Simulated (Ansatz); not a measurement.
The molecule TeMo, multiplicity 7 (an upper state: multiplicity 5 came lower at CCSD(T)/def2-TZVPP on PBE0 minima). No spin–orbit coupling.

Constants: fifth-degree fit in 1/R to seven points, most abundant isotopes. Runs in def2 and cc sets follow the lowest solution found near the PBE0 minimum.

The values were computed with Ansatz (a first-principles code) with Gaussian orbitals. Values without a source in brackets are computed. In def2 rows elements past Kr take small-core potentials, without spin–orbit coupling.

Energies at PBE0/def2-TZVPP:

```csv
R (Å),E (hartree)
2.526172,-336.16083518
2.594079,-336.16501746
2.656555,-336.16699040
2.727179,-336.16752711
2.797803,-336.16667402
2.879292,-336.16440329
2.974363,-336.16052603
```

### Question
With a reduced mass of 55.8291 u, find the minimum, the force constant and the constants.

### Answer
A fifth-degree polynomial in 1/R puts the minimum at r_e = 2.7161 Å with force constant 126 N/m. Then ω_e = (1/2πc)√(k/μ) = 196 cm⁻¹ and B_e = h/(8π²cμr_e²) = 0.04093 cm⁻¹; the cubic and quartic terms give α_e = 0.00013 and ω_e x_e = 0.47 cm⁻¹.
